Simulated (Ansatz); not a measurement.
Program: Ansatz. Geometries: PBE0-D4/def2-TZVP. ΔE: electronic, gas phase. CCSD(T)/CBS is the MP2 limit (def2-TZVPP, def2-QZVPP) plus CCSD(T) − MP2 in def2-TZVPP, frozen cores. Functionals use def2-TZVPP. For Br outer-core shells are correlated without core-valence functions, which leaves a few kJ/mol of doubt a bond. Scalar relativity is left out up to krypton. One conformer a species, not always the lowest.

Consider the redistribution: `B[SiH](F)C=C` + `COB(C)Br` → `C=C[SiH](F)Br` + `BB(C)OC`.

(1) Is it downhill or uphill in electronic energy at CCSD(T)/CBS, and by how much? (Best estimate.)

(2) What do these levels give: PBE-D4, HF/def2-QZVPP, MP2/def2-QZVPP, SCS-MP2/def2-QZVPP, HF/CBS(def2), MP2/CBS(def2)? (Best estimate.)

Largest T1 diagnostic among the species: 0.013.

## Answers

(1) Computed: Downhill: ΔE = -2.6 kcal/mol.

(2) Computed: PBE-D4 -2.0, HF/def2-QZVPP -3.8, MP2/def2-QZVPP -2.7, SCS-MP2/def2-QZVPP -2.8, HF/CBS(def2) -3.9, MP2/CBS(def2) -2.8 kcal/mol.

In def2-TZVPP, CCSD(T) changes the Hartree–Fock value by +1.6 kcal/mol (the triples alone add +0.3 kcal/mol) and MP2 by +1.4 kcal/mol.
